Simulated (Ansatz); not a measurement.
# AlMgNO2: where a starting geometry ends

The starting geometry of this gas-phase triplet was optimised with GFN2-xTB as a singlet.

```xyz
5

Al    1.3946   -2.3226    0.1362
Mg   -0.6678   -1.0678    1.7222
N    -0.9163   -1.0867   -0.3028
O    -0.2300   -2.0672   -0.7304
O     1.0730   -1.7849    1.6502
```

Q: Predict what becomes of its bonds when it is optimised with PBE0-D3(BJ)/pcseg-1.

A: It keeps its links, though one stretches towards breaking. Distances that change by over a tenth: Mg2–N3 (2.04 → 2.42 Å).

The energy falls by 0.31 eV over 8 steps:

| step | E − E(last) (eV) |
| --- | --- |
| 1 | 0.305 |
| 2 | 0.158 |
| 3 | 0.043 |
| 4 | 0.015 |
| 5 | 0.001 |
| 6 | 0.000 |
| 7 | 0.000 |
| 8 | 0.000 |

Final geometry (Å):

```csv
atom,x (Å),y (Å),z (Å)
Al,1.3789,-2.3929,0.1390
Mg,-0.6089,-0.9179,1.9554
N,-1.0732,-1.2783,-0.3972
O,-0.0815,-1.9109,-0.8964
O,1.0382,-1.8292,1.6747
```

The end wasn't checked by frequencies. Open shells are spin-unrestricted. The triplet needn't be the ground state. Run with Ansatz 0.2.0, 87 s on 1 thread of Arm Neoverse V2, with other jobs on the host.
